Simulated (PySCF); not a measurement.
Match the calculated data to a structure.

All candidates are C5H10NPSi.

* UV, strongest line: among the 8 lowest singlet transitions: S3 at 7.21 eV (172 nm, f = 0.259) [TDDFT wB97X-D/def2-SVPD]
* Dipole: 4.61 D [wB97X-D/def2-SVPD]
* 13C NMR: chemical shifts (computed TMS as zero) by class: 123.7 (1 C), 23.1 (1 C), 16.8 (1 C), 16.1 (1 C), 0.6 (1 C) ppm [GIAO PBE0/pcSseg-1]
* Triplet: lowest triplet excitation (Tamm–Dancoff): 5.89 eV [TDA wB97X-D/def2-SVPD]
* UV, first state: lowest singlet excitation: 6.58 eV (188 nm, f = 0.016) [TDDFT wB97X-D/def2-SVPD]
* 1H NMR: chemical shifts (computed TMS as zero) by class: 5.05 (1 H), 4.02 (1 H), 3.33 (1 H), 1.45 (1 H), 1.31 (1 H), 1.21 (1 H), 1.12 (2 H), 0.36 (1 H), 0.04 (1 H) ppm [GIAO PBE0/pcSseg-1]
* Rotational structure: rotational constants A, B, C: 2.161, 0.799, 0.630 GHz [GFN2-xTB]

The electronic properties come from PySCF, for the isolated species, density fitting. Levels stand in brackets. The structure is a single GFN2-xTB conformer in the gas phase; no vibrational or solvent corrections. Each NMR value is the plain mean over a class of atoms that symmetry, rotation or inversion makes alike.

Question: Which candidate is it?
A. `N#CC[C@@H]1C[C@@H]1[SiH2]P`
B. `C=C[C@@H](C#N)[Si@@H](C)P`
C. `N#C[C@@H]1CC[C@H]1[SiH2]P`

Answer: A. It is `N#CC[C@@H]1C[C@@H]1[SiH2]P`. Numbering: `[N:1]#[C:2][CH2:3][C@@H:4]1[CH2:5][C@@H:6]1[SiH2:7][PH2:8]`. 5 carbons fall into 5 classes; from least to most shielded: nitrile carbon [C2] (123.7 ppm), sp3 carbon next to a nitrile [C3] (23.1 ppm), three-membered-ring carbon [C4] (16.8 ppm), three-membered-ring carbon [C5] (16.1 ppm), ring sp3 carbon bound to silicon [C6] (0.6 ppm). Hydrogen classes from least to most shielded: 1 H on an SiH2 silicon, Si7 (5.05 ppm), 1 H on an SiH2 silicon, Si7 (4.02 ppm), 1 H on an sp3 carbon next to a nitrile, C3 (3.33 ppm), 1 H on an sp3 carbon next to a nitrile, C3 (1.45 ppm), 1 H on a three-membered-ring carbon, C4 (1.31 ppm), 1 H on a three-membered-ring carbon, C5 (1.21 ppm), 2 H on a three-coordinate phosphorus, P8 (1.12 ppm), 1 H on a three-membered-ring carbon, C5 (0.36 ppm), 1 H on an sp3 carbon bound to silicon, C6 (0.04 ppm). The optimised geometry has point group C1 and is an asymmetric top.

The others, at the same levels:
- `C=C[C@@H](C#N)[Si@@H](C)P` fails: its computed 13C shifts are 138.1 (1 C), 127.1 (1 C), 124.0 (1 C), 23.8 (1 C), -6.1 (1 C) ppm, 1H shifts are 5.84 (1 H), 5.68 (1 H), 5.16 (1 H), 5.10 (1 H), 2.53 (1 H), 0.87 (2 H), 0.41 (3 H) ppm and lowest singlet excitation is 6.24 eV (199 nm, f = 0.021) (against 6.58 eV).
- `N#C[C@@H]1CC[C@H]1[SiH2]P` fails: its computed 13C shifts are 128.6 (1 C), 25.0 (1 C), 22.9 (1 C), 22.9 (1 C), 21.6 (1 C) ppm, 1H shifts are 4.75 (1 H), 4.25 (1 H), 2.76 (1 H), 2.55 (1 H), 2.46 (1 H), 2.33 (1 H), 2.13 (1 H), 2.04 (1 H), 0.99 (2 H) ppm and rotational constant A is 3.254 GHz (against 2.161 GHz).

Each candidate is one conformer, not necessarily the lowest. Dipoles, sizes and rotational constants follow the conformer. The torsions of the flexible species, by atom-mapped SMILES:
- `[N:1]#[C:2][CH2:3][C@@H:4]1[CH2:5][C@@H:6]1[SiH2:7][PH2:8]`: C2–C3–C4–C5 -90°, C5–C6–Si7–P8 -127°, H–P8–Si7–C6 -69°, H–P8–Si7–C6 -162°
- `[CH2:1]=[CH:2][C@@H:3]([C:4]#[N:5])[Si@@H:6]([CH3:7])[PH2:8]`: C1–C2–C3–C4 147°, C2–C3–Si6–C7 -62°, H–P8–Si6–C3 77°, H–P8–Si6–C3 170°
- `[N:1]#[C:2][C@@H:3]1[CH2:4][CH2:5][C@H:6]1[SiH2:7][PH2:8]`: C5–C6–Si7–P8 -59°, H–P8–Si7–C6 -79°, H–P8–Si7–C6 -172°
